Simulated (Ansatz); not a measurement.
`[OH][Al]([F])[SH]` + H₂Te → `[OH][Al]([F])[TeH]` + H₂S at 700 K and 1 bar (ligand exchange at the Al–S bond).

Isolated molecules relaxed with PBE0-D4/def2-TZVP in Ansatz; ΔE leaves out vibrations. CBS: MP2 limit from def2 TZ/QZ plus the TZ coupled-cluster correction, frozen cores. This one scheme is used for every species. Elements past krypton have def2 core potentials. For Te outer-core shells are correlated without core-valence functions, which leaves a few kJ/mol of doubt a bond. One conformer a species, not always the lowest.

```csv
species,CCSD(T)/CBS energy (Eh),H − E (kJ/mol),S (J/(mol·K))
`[OH][Al]([F])[SH]`,-816.14836,127.3,409.3
H₂Te,-268.91024,57.2,261.6
`[OH][Al]([F])[TeH]`,-686.08822,123.3,435.9
H₂S,-398.97279,64.8,236.9
```

H − E and S are ideal-gas, rigid-rotor, harmonic terms from PBE0-D4/def2-TZVP, for one conformer and one mirror image of each species. 1 Eh = 2625.50 kJ/mol, R = 8.31446 J/(mol·K).

Q: By hand: ΔE, ΔH, ΔS and ΔG.

A: ΔE = (-686.08822) + (-398.97279) − (-816.14836) − (-268.91024) = -0.00241 Eh = -6.3 kJ/mol. Δ(H − E) = 123.3 + 64.8 − 127.3 − 57.2 = 3.6, so ΔH = -2.7 kJ/mol. ΔS = 435.9 + 236.9 − 409.3 − 261.6 = 1.9 J/(mol·K). ΔG = -2.7 − 700 × (1.9)/1000 = -4.0 kJ/mol.

Q: By hand: the equilibrium constant, and the temperature at which ΔG would vanish if ΔH and ΔS stayed fixed.

A: log₁₀ K = −ΔG/(RT ln 10) = 0.3. ΔH and −TΔS have one sign here, so there is no such temperature. One of them is within its doubt of zero, so this could turn.

TΔS isn't small against ΔH here. The sign of ΔG lies within the doubt. A doubt of 5 kJ/mol in ΔE shifts log₁₀ K by 0.4 here. Other conformers and mirror images would add mixing entropy, several J/(mol·K) or more a flexible species. These are equilibria of isolated gas molecules and say nothing of rates. Largest T1 diagnostic: 0.012 (customary marks: 0.02 for closed shells, 0.045 for open ones).
